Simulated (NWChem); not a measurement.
System: SeCl$_{2}$, triplet; SMILES of the neutral closed-shell parent Cl[Se]Cl

```xyz
3

Se     0.0000     0.0000     0.2760
Cl    -2.2025     0.0000    -0.2760
Cl     2.2025     0.0000    -0.2760
```
Atoms are numbered in this order, from 1.

All runs: NWChem. Spin-unrestricted. In the optimisation the excess spin sits in a' and a" (Cs, its own frame). Geometry: optimised at PBE0/def2-SVP, spin-unrestricted. This spin state was assumed; another may lie lower. No stability test was run on the SCF state. Vertical excitations in the gas phase; the lowest state need not have the same character in each row. Excited states of an open shell can be spin-contaminated.

For level UHF/def2-SVPD, CIS:

- lowest excitation (eV) = 2.30
- lowest empty minus highest occupied level, either spin (eV) = 9.61

Problem. What are these values for level PBE/def2-SVPD, TDA?

Solution. The lowest excitation (eV) comes out as 2.03 and the lowest empty minus highest occupied level, either spin (eV) comes out as 0.59.
